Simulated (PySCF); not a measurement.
# Group charges in `CC(=O)OCC/C=C\Cl`

Compound: C6H9ClO2.
Numbering: `[CH3:1][C:2](=[O:3])[O:4][CH2:5][CH2:6]/[CH:7]=[CH:8]\[Cl:9]` (hydrogens: H10, H11, H12 on C1; H13, H14 on C5; H15, H16 on C6; H17 on C7; H18 on C8)

Geometry (GFN2-xTB, Å), atoms numbered from 1 in this order:
```
atom  x, y, z in Å
C1    -3.034    0.581    0.329
C2    -1.947   -0.404   -0.011
O3    -2.039   -1.289   -0.819
O4    -0.850   -0.172    0.722
C5     0.265   -1.036    0.515
C6     1.123   -0.596   -0.677
C7     1.685    0.771   -0.466
C8     2.968    1.078   -0.379
Cl9    4.241   -0.075   -0.521
H10   -2.694    1.589    0.104
H11   -3.251    0.526    1.393
H12   -3.926    0.353   -0.247
H13   -0.101   -2.054    0.344
H14    0.841   -0.992    1.441
H15    0.495   -0.602   -1.572
H16    1.926   -1.321   -0.808
H17    0.963    1.568   -0.354
H18    3.327    2.083   -0.221
```

Atomic charges (e) from the PBE0/pcSseg-1 density (PySCF):

```csv
atom,Mulliken,IAO,Hirshfeld,ESP-fitted
C1,-0.2335,-0.4760,-0.1221,-0.6941
C2,+0.3680,+0.5265,+0.2194,+0.8919
O3,-0.4099,-0.4651,-0.2574,-0.5635
O4,-0.4727,-0.3534,-0.0994,-0.4418
C5,+0.0611,-0.0597,+0.0095,+0.0003
C6,-0.2190,-0.2786,-0.0778,+0.0089
C7,-0.1596,-0.1540,-0.0514,-0.0794
C8,-0.0956,-0.1814,-0.0391,-0.3096
Cl9,-0.1104,-0.0361,-0.0291,-0.0501
H10,+0.1413,+0.1702,+0.0568,+0.1945
H11,+0.1437,+0.1724,+0.0572,+0.1924
H12,+0.1417,+0.1702,+0.0559,+0.1849
H13,+0.1389,+0.1530,+0.0426,+0.0766
H14,+0.1343,+0.1573,+0.0474,+0.1219
H15,+0.1589,+0.1630,+0.0449,+0.0686
H16,+0.1444,+0.1567,+0.0383,+0.0551
H17,+0.1188,+0.1635,+0.0493,+0.1241
H18,+0.1496,+0.1714,+0.0546,+0.2194
```

Task: Cut each of the bonds C1–C2, C2–O4, O4–C5, C6–C5, C7–C6 and C8–C7 in turn and sum the charges on the side of the atom named first.

Result: In e; the other side holds the opposite charge:

| bond cut | piece | atoms | Mulliken | IAO | Hirshfeld | ESP-fitted |
| --- | --- | --- | --- | --- | --- | --- |
| C1–C2 | CH3 | 4 | +0.193 | +0.037 | +0.048 | -0.122 |
| C2–O4 | C2H3O | 6 | +0.151 | +0.098 | +0.010 | +0.206 |
| O4–C5 | C2H3O2 | 7 | -0.321 | -0.255 | -0.090 | -0.236 |
| C6–C5 | C3H4Cl | 8 | -0.013 | +0.004 | -0.010 | +0.037 |
| C7–C6 | C2H2Cl | 5 | -0.097 | -0.037 | -0.016 | -0.096 |
| C8–C7 | CHCl | 3 | -0.056 | -0.046 | -0.014 | -0.140 |

Extremes among these pieces. Mulliken: lowest C2H3O2 at O4, highest CH3 at C1; IAO: lowest C2H3O2 at O4, highest C2H3O at C2; Hirshfeld: lowest C2H3O2 at O4, highest CH3 at C1; ESP-fitted: lowest C2H3O2 at O4, highest C2H3O at C2.

Task: Do the schemes agree better on the pieces than on the single atoms at the cuts?

Result: The spread between schemes averages 0.167 e for the pieces and 0.381 e for the atoms named first; it is smaller for the piece at 6 of the 6 cuts. On average they agree better on the pieces. The sign differs between schemes (beyond ±0.03 e) for CH3 at C1.

Isolated species at its GFN2-xTB geometry (one conformer only).
